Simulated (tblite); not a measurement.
What does the GFN2-xTB structure of `N(/C(C)(C)C)=C\C#CCN` look like in three dimensions?

```
atom  x, y, z in Å
C1    -2.560   -0.853    0.608
C2    -1.849    0.039   -0.420
C3    -2.309    1.494   -0.253
C4    -2.172   -0.447   -1.837
N5    -0.412   -0.065   -0.285
C6     0.188    0.260    0.774
C7     1.592    0.148    0.874
C8     2.783    0.079    1.042
C9     4.231   -0.062    1.077
N10    4.809   -0.577   -0.157
H11   -3.634   -0.828    0.443
H12   -2.215   -1.881    0.511
H13   -2.358   -0.516    1.622
H14   -1.786    2.133   -0.962
H15   -3.378    1.570   -0.436
H16   -2.105    1.854    0.753
H17   -3.242   -0.403   -2.025
H18   -1.832   -1.471   -1.962
H19   -1.658    0.174   -2.565
H20   -0.294    0.647    1.687
H21    4.505   -0.741    1.893
H22    4.681    0.916    1.283
H23    4.583    0.038   -0.932
H24    4.421   -1.490   -0.371
```

Orientation and origin are arbitrary. Atoms count from 1 in this order. The 6 C–C bonds span 1.205 Å (C7≡C8, drawn triple) to 1.535 Å (C2–C3, drawn single), a spread of 0.330 Å. N5 (imine nitrogen) is bent (angle 122.2°). Of the pairs four or more bonds apart, C6···H16 is among the closest relative to their van der Waals radii: 2.79 Å, 96 % of the sum of Bondi's values. N10 (primary amine nitrogen) is pyramidal (angles 110.2°, 110.1° and 107.4°, sum 327.7°, 0.38 Å off the plane of its three neighbours).

Bonds between heavy atoms (Å): C1–C2 1.535, C2–C3 1.535, C2–C4 1.532, C2–N5 1.448, N5=C6 1.260, C6–C7 1.411, C7≡C8 1.205, C8–C9 1.455, C9–N10 1.457.

Computed geometry: GFN2-xTB, gas phase.

Point group: Cs (tolerance 0.08 Å). Its lowest GFN2-xTB frequency is 13 cm⁻¹, too small to tell a flat minimum from a shallow saddle. One conformer, not necessarily the lowest (C8–C9–N10–H 59° and -59°). 2 starts were optimised and ended at 0.00 and 1.99 kcal/mol (GFN2-xTB); the lowest of these is shown.
